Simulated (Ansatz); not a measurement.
```yaml
crystal:
  periodic: [false, false, false]
  atoms:
    - {symbol: Ca, position_ang: [2.067253, 0.107768, 0.795017]}
    - {symbol: Ca, position_ang: [-0.211336, 1.405112, -1.702419]}
    - {symbol: Ca, position_ang: [-0.420033, -2.065258, -0.689568]}
    - {symbol: Ca, position_ang: [-1.435890, 0.552381, 1.596970]}
    - {symbol: Se, position_ang: [1.673750, -0.643983, -1.861630]}
    - {symbol: Se, position_ang: [0.246439, -1.637888, 1.984548]}
    - {symbol: Se, position_ang: [-2.409778, -0.125583, -0.926836]}
    - {symbol: Se, position_ang: [0.489585, 2.407460, 0.803919]}
basis:
  gaussian: {orbitals: def2-SVP}
total_charge: -1
magnetization: {spin_polarized: true, initial_magnetization: 1}
hamiltonian: {xc: pbe0, dispersion: d4}
scf: {omitted_lower_state_checks: [starts]}
output: {orbitals: {seedname: orbitals}}
```

```sh
$ ansatz run in.yaml --threads 4 --pin off --events-out ev --progress --plain --max-ram 4787MiB
```

Does this run fit into the memory that it is given?

No. It has 224 basis functions, and Ansatz plans for 5.04 GiB where 4.67 GiB are given.
